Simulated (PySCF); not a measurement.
```xyz
3
charge -1 multiplicity 3, angstrom
Rh    0.0000    0.0000   -0.1089
O     1.6924    0.0000    0.3503
O    -1.6924    0.0000    0.3503
```

Computed with PySCF, UB3LYP, basis Rh def2-SVPD with ECP28, O def2-SVPD (scalar-relativistic core potentials, no spin–orbit coupling, density fitting).

This geometry of [RhO2]- is a stationary point at this level.

Problem. What is the point group?

Solution. C2v.

Problem. Is it a minimum?

Solution. Yes: all harmonic wavenumbers are real.

Problem. List the harmonic modes with their infrared intensities.

Solution. 
```json
{"symmetry": "a1", "ω (cm⁻¹)": "156", "IR (km/mol)": "21.7", "type": "bend"}
{"symmetry": "a1", "ω (cm⁻¹)": "822", "IR (km/mol)": "28.4", "type": "stretch"}
{"symmetry": "b2", "ω (cm⁻¹)": "822", "IR (km/mol)": "442", "type": "stretch"}
```

Problem. Give the atomic charges and bond orders.

Solution. 
```tsv
atom	Mulliken	Löwdin	polar tensor	spin (Mulliken)	Mayer order to Rh1
Rh1	0.91	0.42	0.90	1.50	–
O2,3	-0.96	-0.71	-0.95	0.25	1.13
```

Problem. Give the ideal-gas entropy at 298.15 K and 1 bar by parts.

Solution. translation 170.0, rotation 87.4, vibration 12.5, spin 9.1; total 279.0 J/(mol K).

In C2v the vibrations span 2a1 + b2. Here b1 is antisymmetric to the molecular plane and b2 lies in it.

This need not be the most stable arrangement of these atoms. Open d and f shells are described by one determinant, and the ground state may have another occupation or spin. The lowest empty level of this anion is unbound, so it and the gap depend on the basis. At this level a singlet minimum of C2v symmetry lies 26 kJ/mol below this structure.
